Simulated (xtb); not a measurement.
CH₆ClNOSi₂, SMILES O[Si@@]1(Cl)CN[SiH2]1. All values are semi-empirical tight-binding results from xtb (GFN2-xTB unless named), good for trends rather than for accurate numbers. Coordinates come from a GFN2-xTB optimisation. The structure was generated by enumeration; whether it is a known compound was not checked. Other conformers were not sampled.

Optimised geometry:

```xyz
12

O      1.4201     0.8389     1.2362
Si     0.4598     0.0766     0.1547
Cl     1.8002    -1.0227    -0.8658
C     -0.9685    -0.9485     0.9611
N     -2.0576    -0.1237     0.4396
Si    -1.4626     1.0636    -0.6540
H      1.0564     1.3504     1.9540
H     -1.0503    -1.9844     0.6183
H     -0.9877    -0.9702     2.0558
H     -2.9965    -0.4312     0.6279
H     -1.8629     2.4131    -0.2252
H     -1.8685     0.8909    -2.0545
```
Charge 0, spin multiplicity 1.

```yaml
orbital_gap: 4.18 eV
dipole_moment: 3.32 D
zero_point_energy: 46.7 kcal/mol
G − E(el) at 298.15 K (modified RRHO): 25.5 kcal/mol
static polarisability (D4 model): 91.2 bohr³
solvation energy, GFN2-xTB/ALPB(water): -5.5 kcal/mol
solvation energy, GFN2-xTB/ALPB(dmso): -9.5 kcal/mol
```

Give the atomic charges and the Wiberg bond orders between heavy atoms. (An estimate is asked for; the answer gives what the named calculation found.)

charges (e) O1 -0.47, Si2 0.50, Cl3 -0.24, C4 -0.10, N5 -0.36, Si6 0.40, H7 0.31, H8 0.01, H9 0.01, H10 0.13, H11 -0.10, H12 -0.10. Bond orders O1–Si2 1.20, Si2–Cl3 1.08, Si2–C4 0.84, C4–N5 1.04, Si2–Si6 0.75, N5–Si6 1.20.
